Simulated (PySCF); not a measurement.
AsF3GeH2, SMILES [F][Ge]([F])([F])[AsH2].

Geometry optimised at B3LYP-D3(BJ)/def2-SVP. The structure was generated by enumeration, and PubChem lists no compound with its InChIKey, so it may never have been made.

Level of theory: PySCF with PBE/def2-TZVP.

Gas-phase values at a fixed geometry.

Computed frontier levels, gap, dipole moment and polarisability:
```json
{
  "highest_occupied_level": "-7.84 eV",
  "lowest_empty_level": "-2.49 eV",
  "orbital_gap": "5.36 eV",
  "dipole_moment": "3.66 D",
  "quadrupole, principal values (traceless, Buckingham form, about the centre of nuclear charge)": "-2.50, 0.19, 2.31 D·Å",
  "mean_static_polarisability": "59.4 bohr³ (8.80 Å³)",
  "polarisability_principal_values": "52.0, 52.4, 73.8 bohr³"
}
```
